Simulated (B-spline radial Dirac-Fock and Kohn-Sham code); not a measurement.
# Photoelectron lines of Al⁵⁺ at 280 eV

System: Al⁵⁺ in the configuration 1s2 2s2 2p4.

Method: the independent-particle Dirac-Slater model, thresholds from Dirac-Fock. Computed with a radial finite-basis atomic code. The asymmetry parameter β is from the dipole term alone. Kinetic energies are from the vacuum level. Open shells are spread statistically over j, without multiplet splitting.

The last column is dσ/dΩ = σ/(4π) · [1 + β P₂(cos θ)] at θ = 90° from the polarisation vector of linearly polarised light.

```tsv
subshell	electrons	binding (eV)	kinetic (eV)	σ (kb)	β	dσ/dΩ (kb/sr)
L1 (2s)	2	232.5	47.45	320	2.00	≈ 0
L2 (2p1/2)	1.33	194.6	85.45	299	1.48	6.21
L3 (2p3/2)	2.67	194.0	85.99	?	?	?
```

Problem. What are σ and β for L3 (2p3/2)?

Solution. σ = 594 kb, the largest of all subshells and 49 % of the total, and β = 1.48, which gives dσ/dΩ = 12.3 kb/sr.

Run: 2.4 s of CPU time on 1 thread of Neoverse-N1 (shared host), peak memory 0.28 GiB.
